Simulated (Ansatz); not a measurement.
A run for Ansatz (a first-principles code): R-wB97M-V/def2-TZVPP on GeH3N (SMILES [NH2][GeH]), a point of a torsion scan.

Ansatz 0.2 input:
```yaml
crystal:
  periodic: [false, false, false]
  atoms:
    - {symbol: N, position_ang: [-0.62131055, -0.04579643, -0.15394247]}
    - {symbol: Ge, position_ang: [0.97640277, -0.88147805, -0.33250920]}
    - {symbol: H, position_ang: [-1.40928269, -0.48236240, 0.30117524]}
    - {symbol: H, position_ang: [-0.73694328, 0.95589126, -0.10116424]}
    - {symbol: H, position_ang: [1.81175760, 0.53680268, -0.30455764]}
basis:
  gaussian:
    orbitals: def2-TZVPP
hamiltonian:
  xc: {name: wB97M-V}
scf: {lower_state_search: off}
```

It printed:

```
WARN ansatz: RAYON_NUM_THREADS=1 ignored (pool sized by the plan → 1); use --threads N
Functional definition: wB97M-V
these checks for a lower state are left out or cut short: stability, starts, cluster_reference, orbital_swaps, neighbouring_geometries, increment
integrals: 0.05 GiB planned
718 factors; their error is unknown
integrals: 0.08 GiB planned
155 factors; integrals over basis functions are off by at most 2.7e-5 eV
mean field: 0.50 GiB planned
mean field evaluation 1: about -58048.6749 eV, gradient 5.1e1 eV
mean field evaluation 2: about -58045.8098 eV, gradient 6.2e1 eV
mean field evaluation 4: about -58053.4372 eV, gradient 9.9e-1 eV
mean field evaluation 8: about -58053.6021 eV, gradient 3.3e-2 eV
mean field evaluation 16: about -58053.6021 eV, gradient 3.1e-5 eV
mean field -58053.60210836 eV, -2133.4305273373 hartree, gradient 2.0e-6 eV, S^2 0.000000; 0 other end points of the search recorded, 0 dependent functions left out
reference -58053.60214271 eV, -2133.4305285999 hartree; 21, 21 occupied and 100, 100 virtual orbitals, 718 factors
Total energy: -58053.60214271 eV, -2133.4305285999 hartree
Checks for a lower state left out: stability, starts, cluster_reference, orbital_swaps, neighbouring_geometries, increment
```

The calculation finished and met its thresholds.

Cost: about 2.2 core-seconds (a rough figure).
